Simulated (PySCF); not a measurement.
BFH, SMILES [BH]F, multiplicity 2. Coordinates come from a PBE-D3(BJ)/def2-TZVPD optimisation. The isomer is the one that the SMILES or the coordinates give; other isomers of the formula were not compared.

Calculation: PBE-D3(BJ)/def2-TZVPD in PySCF 2.14.0.

Harmonic wavenumbers (cm⁻¹): 962, 1294, 2460. Rotational constants (GHz): 564.1, 35.79, 33.66; symmetry number 1.

Task: Work out the zero-point energy and the ideal-gas rigid-rotor harmonic-oscillator thermochemistry at 298.15 K and 1 atm.

Result: ZPE = ½ Σ hcν = ½ × 4716 cm⁻¹ = 6.74 kcal/mol. H − E(el) = 9.15 kcal/mol. Entropy in cal/(mol K): translation 36.21, rotation 16.81, vibration 0.14, spin 1.38, total 54.53. G − E(el) = -7.11 kcal/mol. Cp = 8.52 cal/(mol K).
